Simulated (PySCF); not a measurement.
Zn(Et)(OH) (C2H6OZn), SMILES C[CH2][Zn][OH]. Atoms are numbered in the order given.

```xyz
10

Zn     0.2795     0.1533     0.3537
C     -0.0894    -0.9584    -1.1977
C     -1.4600    -0.7384    -1.8536
H      0.0139    -2.0115    -0.8780
H      0.7165    -0.7908    -1.9349
H     -1.5812     0.2955    -2.2173
H     -2.2880    -0.9341    -1.1525
H     -1.6074    -1.4051    -2.7219
O      0.6029     1.0550     1.8589
H      0.8341     1.9868     1.7317
```
Charge 0, spin multiplicity 1.

Geometry optimised at TPSSh-D3(BJ)/def2-SVP. The isomer is the one that the SMILES or the coordinates give; other isomers of the formula were not compared. One conformer was computed; it need not be the lowest.

Computed with IEF-PCM-B3LYP/def2-SVP (PySCF).

The values are the electrostatic part of the solvation free energy, E(continuum) − E(gas) at the gas-phase geometry, in a cavity of scaled van der Waals radii (PySCF's table); cavitation and dispersion terms are not included. A continuum can't describe solvent molecules that bind to the metal. In vacuum the orbital gap is 6.67 eV. The dipole moment in vacuum is 1.81 D.

Task: Estimate the values in water (ε = 78.36), 1-octanol (ε = 9.86), dimethylsulfoxide (ε = 46.83). (The exact figures need the calculation; the answer reports its results.)

Result: 
```tsv
solvent	ε	ΔG(elec) (kcal/mol)	dipole (D)	gap (eV)
water	78.36	-12.0	2.03	6.83
1-octanol	9.86	-10.2	2.00	6.82
dimethylsulfoxide	46.83	-11.8	2.03	6.83
```
